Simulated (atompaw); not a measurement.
Logarithmic derivatives: K, PAW (atompaw)

atompaw 4.2.0.5 input, output lines left out:

```
K 19
GGA-PBESOL scalarrelativistic loggrid 1500 logderivrange -5 5 251
4 4 0 0 0 0
4 0 0.75
4 1 0.25
0 0 0
c
c
v
v
c
v
v
2
2.80 2.60 2.35 2.20
n
n
y
0.05
n
custom polynom2 7 10 vanderbiltortho besselshape
bessel
1.95
2.80
2.25
2.80
2.80
```

The phase is arctan(r·u′/u) with u = r·R(r), unwrapped; energies in Ry, scanned from -5 to 5 Ry. A pole is an energy at which the radial function vanishes at the test radius. The pseudo phase is shifted by a multiple of π to meet the all-electron one at the reference energy, and phase errors are pseudo minus all-electron; the curves can meet again beyond the range given. Levels narrower than the energy grid can be missing from the lists of poles.

Q: For each channel, where are the poles, and over which energies does the pseudopotential scatter like the atom?

A:

```json
{"channel": "s", "radius (bohr)": "2.82", "reference energy (Ry)": "-0.18", "poles, all-electron": "-2.55, 2.88", "poles, pseudo": "-2.55, 2.32", "unbroken range about the reference energy with phases within 0.05 rad": "below 0.6", "phase error 1 Ry above the reference energy (rad)": "-0.055"}
{"channel": "p", "radius (bohr)": "2.82", "reference energy (Ry)": "-0.07", "poles, all-electron": "-1.26, 3.68", "poles, pseudo": "-1.26, 4.45", "unbroken range about the reference energy with phases within 0.05 rad": "below 1.0", "phase error 1 Ry above the reference energy (rad)": "+0.040"}
{"channel": "d", "radius (bohr)": "2.82", "reference energy (Ry)": "0.05", "poles, all-electron": "0.70, 4.74", "poles, pseudo": "1.65, 3.55", "unbroken range about the reference energy with phases within 0.05 rad": "-0.2 to 0.2", "phase error 1 Ry above the reference energy (rad)": "+0.231"}
```

Phases in the p channel:

```tsv
E (Ry)	all-electron	pseudo
-5.00	1.403	1.405
-4.76	1.399	1.400
-4.52	1.393	1.395
-4.28	1.387	1.389
-4.04	1.381	1.382
-3.80	1.373	1.375
-3.56	1.365	1.367
-3.32	1.355	1.357
-3.08	1.343	1.345
-2.84	1.329	1.331
-2.60	1.310	1.312
-2.36	1.284	1.286
-2.12	1.243	1.245
-1.88	1.161	1.163
-1.64	0.841	0.845
-1.40	-1.281	-1.281
-1.16	-1.651	-1.651
-0.92	-1.748	-1.748
-0.68	-1.807	-1.807
-0.44	-1.859	-1.859
-0.20	-1.914	-1.914
0.04	-1.983	-1.983
0.28	-2.079	-2.078
0.52	-2.227	-2.223
0.76	-2.482	-2.464
1.00	-2.933	-2.881
1.24	-3.535	-3.447
1.48	-3.988	-3.905
1.72	-4.242	-4.175
1.96	-4.388	-4.333
2.20	-4.481	-4.432
2.44	-4.545	-4.499
2.68	-4.593	-4.548
2.92	-4.630	-4.586
3.16	-4.660	-4.615
3.40	-4.686	-4.640
3.64	-4.709	-4.660
3.88	-4.730	-4.678
4.12	-4.749	-4.693
4.36	-4.769	-4.707
4.60	-4.788	-4.720
4.84	-4.809	-4.732
```
